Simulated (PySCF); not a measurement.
Compound: alpha-(trifluoromethyl)styrene, C₉H₇F₃.
Atom-mapped SMILES: `[CH2:1]=[C:2]([c:3]1[cH:4][cH:5][cH:6][cH:7][cH:8]1)[C:9]([F:10])([F:11])[F:12]`

Geometry (GFN2-xTB, Å), atoms numbered from 1 in this order:
```
atom  x, y, z in Å
C1    -1.961    0.621   -1.463
C2    -1.414    0.182   -0.334
C3     0.032    0.036   -0.111
C4     0.849   -0.400   -1.153
C5     2.211   -0.534   -0.967
C6     2.777   -0.235    0.262
C7     1.973    0.196    1.303
C8     0.608    0.329    1.124
C9    -2.315   -0.175    0.823
F10   -1.874   -1.229    1.526
F11   -2.447    0.837    1.704
F12   -3.561   -0.484    0.431
H13   -3.027    0.704   -1.585
H14   -1.349    0.920   -2.294
H15    0.406   -0.653   -2.104
H16    2.833   -0.875   -1.781
H17    3.842   -0.342    0.407
H18    2.410    0.431    2.262
H19   -0.002    0.680    1.942
```

NICS is the negative of the GIAO shielding at a point without a nucleus: at the ring centre (0) and 1 Å above and below it (1); zz is the component along the ring normal. Level: GIAO PBE0/pcSseg-1 (PySCF, non-relativistic, gas phase) on the GFN2-xTB geometry, one conformer.

Ring bond lengths (Å), with Mayer bond orders in brackets: C3–C4 1.394 (1.40), C4–C5 1.381 (1.45), C5–C6 1.385 (1.43), C6–C7 1.384 (1.43), C7–C8 1.383 (1.45), C8–C3 1.394 (1.39).

Question: Give the NICS values of each ring in ppm.

Answer: 
```csv
ring,type,NICS(0),"NICS(1), two faces","NICS(1)zz, two faces",rms pucker (Å),"centre to ring atoms, mean (Å)"
C3–C4–C5–C6–C7–C8,6-membered carbocycle; formal bonds all aromatic,-8.3,-11.1 / -11.1,-27.9 / -28.0,0.00,1.39
```

Question: What do they say, and how far can they be read as aromaticity?

Answer: 
- C3–C4–C5–C6–C7–C8: mean NICS(1)zz -28.0 ppm, shielded, aromatic by this magnetic criterion (flat ring, no four-coordinate atom).

Question: And the bond-length index? HOMA = 1 − mean of α(R − Ropt)² over the ring bonds, with Krygowski's 1993 parameters (CC: Ropt 1.388 Å, α 257.7 Å⁻²).

Answer: 
- C3–C4–C5–C6–C7–C8: HOMA 0.99 = 1 − EN − GEO, with mean bond length 1.387 Å, EN = α(Ropt − mean)² = 0.000 and GEO = α × variance = 0.007. The geometric and the magnetic index point the same way.

Question: What is the mean of the two in-plane components of NICS at the first NICS(1) probe listed for ring C3–C4–C5–C6–C7–C8, 1 Å off the ring?

Answer: The isotropic value is a third of the trace: (3 × -11.1 − (-27.9))/2 = -2.7 ppm.

Question: List the ring angles and the Hirshfeld charges of the ring atoms.

Answer: 
- C3–C4–C5–C6–C7–C8: C3 119.1° (-0.009 e), C4 120.4° (-0.046 e), C5 120.1° (-0.046 e), C6 119.8° (-0.044 e), C7 120.4° (-0.043 e), C8 120.2° (-0.052 e); sum 720.0° against 720° for a flat convex ring.
